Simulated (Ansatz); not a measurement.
Molecule: C3H2F3 (charge 0, doublet). It need not be the lowest isomer of its formula. 
Coordinates optimised at B3LYP-D3(BJ)/def2-TZVP (Ansatz, a first-principles code):
```
C
C 1 1.3007
H 2 1.0768 1 138.84
H 1 1.0907 2 122.39 3 0.00
C 1 1.5021 4 113.71 2 -180.00
F 5 1.3391 1 113.15 4 180.00
F 5 1.3508 6 107.65 1 -122.66
F 5 1.3508 6 107.65 7 -114.68
```
Charge 0, spin multiplicity 2.

Basis-set convergence of Hartree-Fock and CCSD(T) correlation energies (hartree) with Ansatz. Cores are frozen in the correlated levels unless marked. Open shells are spin-unrestricted. No spin-orbit coupling. Non-relativistic.

The UHF reference is spin-contaminated (<S^2> 0.19 over the pure value in the largest basis). 

```
basis    functions       E(HF)  E(corr, CCSD(T))
-------  ---------  ----------  ----------------
cc-pVDZ         94  -413.03376          -0.96700
cc-pVTZ        208  -413.16748          -1.24652
cc-pVQZ        390  -413.19887          -1.34296
```

Extrapolating the two largest sets (X = 3 and 4) as X^-3: E(corr) = (64·(-1.34296) - 27·(-1.24652))/37 = -1.4133 Eh, an estimate of the basis-set limit. The largest set recovers 95.0 % of it, the smallest 68.4 %.
